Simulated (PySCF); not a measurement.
C6H7ClO.
Z-matrix (Å and degrees, PBE0-D3(BJ)/def2-SVP geometry), rows numbered from 1:
```
C 
C   1  1.3384
C   2  1.4645  1  127.88
C   3  1.3525  2  120.50  1  -172.29
C   4  1.4854  3  129.03  2   178.93
C   3  1.4896  2  121.19  1     6.36
O   6  1.1851  3  127.20  2  -128.45
Cl  6  1.7936  3  112.98  2    55.39
H   1  1.0921  2  122.66  3    -2.96
H   1  1.0922  2  120.23  3   177.80
H   2  1.0958  1  118.58  3  -177.08
H   4  1.0975  3  115.38  2    -2.46
H   5  1.1028  4  109.79  3  -123.59
H   5  1.1030  4  110.16  3   119.88
H   5  1.0962  4  113.41  3    -2.78
```

Level: PBE0/pcSseg-1 in PySCF, non-relativistic, on one gas-phase PBE0-D3(BJ)/def2-SVP geometry that isn't relaxed in the solvent. The solvent is an IEF-PCM continuum (Bondi radii, 1.10 Å for H, scaled by 1.2). Only the electrostatic response of the medium enters.

```csv
run,E − E(gas) (kJ/mol),HOMO (eV),HOMO–LUMO gap (eV),dipole (D)
gas,0.00,-7.12,5.38,3.12
P,-20.69,-6.98,5.27,4.13
Q,-9.00,-7.03,5.33,3.55
```

Q: The runs were made in benzene and water. Which run belongs to which solvent?

A: P = water, Q = benzene. The dielectric constants are 2.271 (benzene), 78.36 (water), and the energy falls further as ε rises. In this model the ground state sees the solvent through ε alone.

Q: How constant is the ratio of the lowering to (ε − 1)/(2ε + 1)?

A: 
```tsv
solvent	(ε − 1)/(2ε + 1)	E − E(gas) (kJ/mol)	ratio (kJ/mol)	polarisation term (kJ/mol)
benzene	0.229	-9.00	-39.2	-9.65
water	0.490	-20.69	-42.2	-24.26
```

The ratio changes by +7.5 % in size from benzene to water. The polarisation term is half the interaction of the solute with the induced surface charges.
